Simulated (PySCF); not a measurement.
HFMg (SMILES [F][MgH]), singlet, geometry from GFN2-xTB (such geometries of metal compounds can be far from the true shape). Base run: PySCF with HF/def2-SVPD.

Here is a job for PySCF.
```python
from pyscf import gto, scf, solvent

mol = gto.Mole()
mol.atom = '''
    Mg   -0.000000   -0.000000   -0.621154
    H    -0.000000   -0.000000   -2.149800
    F     0.000000    0.000000    1.067072
'''
mol.basis = 'def2-svpd'
mol.charge = 0
mol.spin = 0
mol.verbose = 4
mol.build()

mf = scf.RHF(mol)
mf.kernel()
```

The base run was repeated with changes; each row names its change, and settings that it needs were set with it.

```
change                                                       ΔE vs base (kJ/mol)  dipole (D)  HOMO-LUMO gap (eV)
-----------------------------------------------------------  -------------------  ----------  ------------------
base                                                                        0.00        1.47               12.52
model = IEF-PCM; solvent = acetonitrile                                    -70.0        1.23               12.68
model = SS(V)PE; solvent = acetonitrile                                    -69.9        1.23               12.68
model = IEF-PCM; solvent = chloroform                                        [?]         [?]                 [?]
model = IEF-PCM; solvent = acetonitrile; lebedev_order = 41                -70.1        1.23               12.69
model = COSMO; solvent = acetonitrile                                      -69.8        1.23               12.69
model = IEF-PCM; solvent = toluene                                         -33.9        1.38               12.55
model = IEF-PCM; solvent = acetonitrile; vdw_scale = 1.0                     [?]         [?]               12.52
model = IEF-PCM; solvent = acetonitrile; vdw_scale = 1.1                   -97.0        1.18               12.63
model = IEF-PCM; solvent = acetonitrile; lebedev_order = 11                  [?]         [?]                 [?]
model = C-PCM; solvent = acetonitrile                                      -70.9        1.23               12.69
model = IEF-PCM; solvent = acetonitrile; vdw_scale = 1.4                   -38.6        1.32               12.71
```

Question: What belongs in the gaps?

Answer: 
- model = IEF-PCM; solvent = chloroform, ΔE vs base (kJ/mol): -51.2
- model = IEF-PCM; solvent = chloroform, dipole (D): 1.31
- model = IEF-PCM; solvent = chloroform, HOMO-LUMO gap (eV): 12.60
- model = IEF-PCM; solvent = acetonitrile; vdw_scale = 1.0, ΔE vs base (kJ/mol): -136.8
- model = IEF-PCM; solvent = acetonitrile; vdw_scale = 1.0, dipole (D): 1.11
- model = IEF-PCM; solvent = acetonitrile; lebedev_order = 11, ΔE vs base (kJ/mol): -68.7
- model = IEF-PCM; solvent = acetonitrile; lebedev_order = 11, dipole (D): 1.25
- model = IEF-PCM; solvent = acetonitrile; lebedev_order = 11, HOMO-LUMO gap (eV): 12.64

The base is the gas phase, so ΔE is the electrostatic part of solvation at a fixed geometry, without cavity and dispersion terms.
